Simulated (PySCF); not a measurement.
# [ReS4]-: computed shieldings and shifts

[ReS4]-, point group Td.

Geometry:
```
atom   x (Å)   y (Å)   z (Å)
 Re1  -0.002   0.000   0.002
  S2  -0.001  -0.023   2.150
  S3   2.022   0.010  -0.711
  S4  -1.014   1.760  -0.701
  S5  -1.005  -1.748  -0.740
```

Total charge -1.

GIAO calculations in PySCF 2.14.0 with density-fitted response routines on the PBE0-D3(BJ)/def2-SVP structure: isolated species, scalar relativity only through the core potential, equivalent atoms averaged; basis pcSseg-1 (def2-TZVP on Re).

(1) Give the isotropic shieldings (ppm) with B3LYP, PBE0.

(2) And the chemical shifts, against references computed in the same way?

(3) Which part of the shielding of S2/S3/S4/S5 depends on the functional?

## Answers

(1) 
| atoms | environment | B3LYP | PBE0 |
| --- | --- | --- | --- |
| S2/S3/S4/S5 | sulfur bonded to Re | -393 | -364 |
| HOMO–LUMO gap (eV) | – | 3.39 | 3.73 |

(2) 
| atoms | nucleus, reference | B3LYP | PBE0 |
| --- | --- | --- | --- |
| S2/S3/S4/S5 | 33S, CS2 | 878 | 860 |

(3) Diamagnetic: B3LYP 1059, PBE0 1059 ppm; paramagnetic: B3LYP -1452, PBE0 -1423 ppm. The diamagnetic part, set mainly by inner electrons, hardly moves; the paramagnetic part goes with low-lying magnetically allowed excitations and carries the spread.

Re is described by an effective core potential, so it has no shielding of its own here; spin–orbit effects on the atoms bonded to it, which can be large, are absent, and the values of these neighbours are rough.
